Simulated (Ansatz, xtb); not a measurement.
Relative energy of two conformers of CH3Se−

Structure X: `[CH2-][SeH]`, a singlet. Structure Y: `[CH2-][SeH]`, a singlet. Both are isolated ions in the gas phase, relaxed with r2SCAN-D4/def2-SVPD.

X (Å):

```yaml
atoms:
  - { symbol: C, position_ang: [-1.8542, 1.3174, -0.3784] }
  - { symbol: Se, position_ang: [-2.2517, 2.2857, 1.2800] }
  - { symbol: H, position_ang: [-1.2225, 0.4660, -0.0493] }
  - { symbol: H, position_ang: [-2.8332, 0.8939, -0.6852] }
  - { symbol: H, position_ang: [-1.7511, 3.6552, 0.9334] }
```

Y (Å):

```yaml
atoms:
  - { symbol: C, position_ang: [0.1474, 0.3871, -0.1887] }
  - { symbol: Se, position_ang: [-0.2960, -1.4220, 0.1993] }
  - { symbol: H, position_ang: [-0.9143, -2.1595, -1.0250] }
  - { symbol: H, position_ang: [0.8975, 0.4421, -0.9997] }
  - { symbol: H, position_ang: [-0.7545, 0.9590, -0.4769] }
```

Problem. Which of the two would you expect CCSD(T)/def2-TZVPPD electronic energies to favour?

Solution. Structure Y; the calculation gives E(Y) − E(X) = −0.067 eV.

Level by level:

```json
{"level": "r2SCAN-D4/def2-SVPD", "geometry": "r2SCAN-D4/def2-SVPD", "E(Y) − E(X) (eV)": "−0.108", "departure from the last row (eV)": "−0.041", "job, with rough time for the two": "optimisation, 35 s"}
{"level": "HF/def2-TZVPPD", "geometry": "r2SCAN-D4/def2-SVPD", "E(Y) − E(X) (eV)": "−0.026", "departure from the last row (eV)": "+0.041", "job, with rough time for the two": "part of the CCSD(T) run"}
{"level": "MP2/def2-TZVPPD", "geometry": "r2SCAN-D4/def2-SVPD", "E(Y) − E(X) (eV)": "−0.068", "departure from the last row (eV)": "−0.001", "job, with rough time for the two": "part of the CCSD(T) run"}
{"level": "CCSD(T)/def2-TZVPPD", "geometry": "r2SCAN-D4/def2-SVPD", "E(Y) − E(X) (eV)": "−0.067", "departure from the last row (eV)": "", "job, with rough time for the two": "single point, 72 s"}
```

The levels shown agree on the order. The largest departure from CCSD(T)/def2-TZVPPD is that of r2SCAN-D4/def2-SVPD, 0.041 eV. Levels run at GFN2-xTB geometries aren't shown.

With harmonic frequencies from r2SCAN-D4/def2-SVPD (ideal gas, rigid rotor, one conformer each, 200 K, 1 atm): the zero-point term adds −0.014 eV; ΔH is −0.083 and ΔG −0.079 eV.

The correlated steps freeze 10 core orbitals; the filled d shell of Se is correlated, in a basis made for valence electrons. Programs: Ansatz 0.2.0; the last row on 1 thread of Arm Neoverse V2 on a shared host.
